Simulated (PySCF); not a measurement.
# How methods differ on the excitation energy of Sb(2+)

Sb(2+) [Kr] 4d10 5s2 5p1 (2P) → Sb(2+) [Kr] 4d10 5s1 5p1 6s1 (4P), as a difference of total energies. Calculation: PySCF 2.14, in aug-cc-pwCVTZ-PP with ECP28MDF (8s7p6d4f1g, 96 functions); a scalar-relativistic core potential. Correlated levels: valence: 4s2 4p6 4d10 frozen. The calculations carry no spin-orbit coupling.

```csv
method,excitation energy (cm⁻¹)
UHF,143180
MP2 (valence),149080
SCS-MP2 (valence),151490
CCSD (valence),149920
CCSD(T) (valence),149980
```

The promoted electron is Rydberg-like, and one or two diffuse shells describe it only roughly, which tends to raise the upper state.

The coupled-cluster amplitudes are large for the upper state (T1 above 0.03 or a double amplitude above 0.15), so a single reference is strained.
